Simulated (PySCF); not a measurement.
Compound: C₃H₇NSi.
SMILES: `CC#C[SiH2]N`

Torsions of this conformer, `[CH3:1][C:2]#[C:3][SiH2:4][NH2:5]`: H–N5–Si4–C3 -68°, H–N5–Si4–C3 69°.

The closed-shell ground state was solved at several levels (PySCF, density fitting, gas phase, non-relativistic). The structure is a single PBE0-D3(BJ)/def2-SVP conformer in the gas phase; no vibrational or solvent corrections.

```csv
level,basis functions,total energy (Eh),HOMO (eV),LUMO (eV),gap (eV),dipole (D)
PBE0/def2-SVPD,160,-462.2099,-7.38,-0.05,7.33,2.24
BHandHLYP/def2-SVPD,160,-462.4352,-8.55,0.75,9.30,2.23
PBE0/6-31G*,88,-462.3863,-7.04,0.38,7.42,2.39
CAM-B3LYP/def2-SVPD,160,-462.4525,-8.75,0.87,9.62,2.22
LC-wPBE/def2-SVPD,160,-462.3334,-10.17,1.98,12.15,2.24
PBE0/def2-TZVP,203,-462.4940,-7.34,-0.02,7.32,2.31
HF/def2-SVPD,160,-460.8373,-10.24,2.37,12.61,2.30
PBE0/aug-cc-pVDZ,182,-462.4306,-7.33,-0.35,6.98,2.20
PBE0/6-31+G*,108,-462.3966,-7.29,-0.27,7.02,2.36
wB97X-D/def2-SVPD,160,-462.4789,-9.27,1.66,10.93,2.26
```

Problem. Estimate the row for PBE0/pcSseg-1, a basis of 127 functions; the other rows only guide the guess.

Solution. Total energy -462.3846 Eh, HOMO -7.30 eV, LUMO 0.11 eV, gap 7.41 eV, dipole 2.33 D.

Problem. Over all these levels, which gives the widest orbital gap and which the narrowest?

Solution. HF/def2-SVPD (Hartree–Fock, all exact exchange) has the widest, 12.61 eV, and PBE0/aug-cc-pVDZ (global hybrid, 25 % exact exchange) the narrowest, 6.98 eV. Functional and basis both differ between the two, so the spread mixes both effects. The HOMO need not be the same orbital at Hartree–Fock and at DFT levels.

Problem. How much does the basis alone move the frontier levels among the 6 PBE0 rows (the withheld one included)?

Solution. The HOMO by 0.34 eV and the LUMO by 0.73 eV. By rising basis size (HOMO, LUMO in eV): 6-31G* -7.04, 0.38; 6-31+G* -7.29, -0.27; pcSseg-1 -7.30, 0.11; def2-SVPD -7.38, -0.05; aug-cc-pVDZ -7.33, -0.35; def2-TZVP -7.34, -0.02.

Problem. In the def2-SVPD basis, how does the gap go with the fixed share of exact exchange?

Solution. PBE0 (25 %) 7.33 eV; BHandHLYP (50 %) 9.30 eV; HF (100 %) 12.61 eV. Each rise in the share widens the gap here.

Problem. How far do the dipole and the HOMO energy spread over the levels?

Solution. The dipole runs from 2.20 to 2.39 D (mean 2.28 D) and the HOMO from -10.24 to -7.04 eV.

Note: wB97X-D ran without an empirical dispersion term, which enters the total energy and its gradient alone.
